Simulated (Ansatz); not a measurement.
`[OH][GeH2][SiH](O)Cl`, relaxed with RKS PBE0-D4/def2-TZVP in the Gaussian-basis code of Ansatz from a GFN2-xTB geometry. The force threshold is 0.005 eV/Å; the program also tests the step.

Total charge 0; spin multiplicity 1.

Start:

```xyz
10

O    -1.268    1.930    0.122
Ge   -0.700    0.508    0.968
Si    0.256   -0.998   -0.540
O     1.611   -0.215   -0.972
Cl    0.723   -2.757    0.333
H    -0.635    2.390   -0.425
H     0.201    1.000    2.092
H    -1.985    0.085    1.628
H    -0.523   -1.324   -1.736
H     2.318   -0.620   -1.470
```

```json
{"step": "1", "energy (eV)": "-81081.0142", "largest force (eV/Å)": "1.121", "largest move (Å)": "0.000"}
{"step": "2", "energy (eV)": "-81081.1274", "largest force (eV/Å)": "0.487", "largest move (Å)": "0.150"}
{"step": "3", "energy (eV)": "-81081.1601", "largest force (eV/Å)": "0.243", "largest move (Å)": "0.086"}
{"step": "4", "energy (eV)": "-81081.1662", "largest force (eV/Å)": "0.166", "largest move (Å)": "0.028"}
{"step": "5", "energy (eV)": "-81081.1734", "largest force (eV/Å)": "0.123", "largest move (Å)": "0.070"}
{"step": "6", "energy (eV)": "-81081.1760", "largest force (eV/Å)": "0.085", "largest move (Å)": "0.047"}
{"step": "7", "energy (eV)": "-81081.1770", "largest force (eV/Å)": "0.085", "largest move (Å)": "0.041"}
{"step": "8", "energy (eV)": "-81081.1770", "largest force (eV/Å)": "0.101", "largest move (Å)": "0.009"}
{"step": "9", "energy (eV)": "-81081.1792", "largest force (eV/Å)": "0.078", "largest move (Å)": "0.090"}
{"step": "10", "energy (eV)": "-81081.1800", "largest force (eV/Å)": "0.080", "largest move (Å)": "0.043"}
{"step": "11", "energy (eV)": "-81081.1812", "largest force (eV/Å)": "0.063", "largest move (Å)": "0.025"}
{"step": "12", "energy (eV)": "-81081.1816", "largest force (eV/Å)": "0.087", "largest move (Å)": "0.048"}
{"step": "13", "energy (eV)": "-81081.1824", "largest force (eV/Å)": "0.033", "largest move (Å)": "0.035"}
{"step": "14", "energy (eV)": "-81081.1827", "largest force (eV/Å)": "0.034", "largest move (Å)": "0.036"}
{"step": "15", "energy (eV)": "-81081.1828", "largest force (eV/Å)": "0.031", "largest move (Å)": "0.021"}
{"step": "16", "energy (eV)": "-81081.1830", "largest force (eV/Å)": "0.024", "largest move (Å)": "0.028"}
{"step": "17", "energy (eV)": "-81081.1830", "largest force (eV/Å)": "0.020", "largest move (Å)": "0.021"}
{"step": "18", "energy (eV)": "-81081.1831", "largest force (eV/Å)": "0.016", "largest move (Å)": "0.004"}
{"step": "19 (rejected)", "energy (eV)": "-81081.1831", "largest force (eV/Å)": "0.011", "largest move (Å)": "0.007"}
{"step": "20", "energy (eV)": "-81081.1831", "largest force (eV/Å)": "0.005", "largest move (Å)": "0.003"}
{"step": "21", "energy (eV)": "-81081.1831", "largest force (eV/Å)": "0.001", "largest move (Å)": "0.002"}
```

End:

```xyz
10

O    -1.055    2.064    0.102
Ge   -0.826    0.521    0.978
Si    0.291   -0.995   -0.486
O     1.509   -0.102   -1.130
Cl    1.030   -2.597    0.586
H    -0.234    2.372   -0.290
H     0.013    0.754    2.252
H    -2.246    0.076    1.348
H    -0.547   -1.597   -1.554
H     2.065   -0.497   -1.805
```

It took 31 s on 2 threads of an AMD EPYC 7R13 on a shared host and a share of an NVIDIA H100 80 GB, with 0.93 GiB of host memory at the peak.
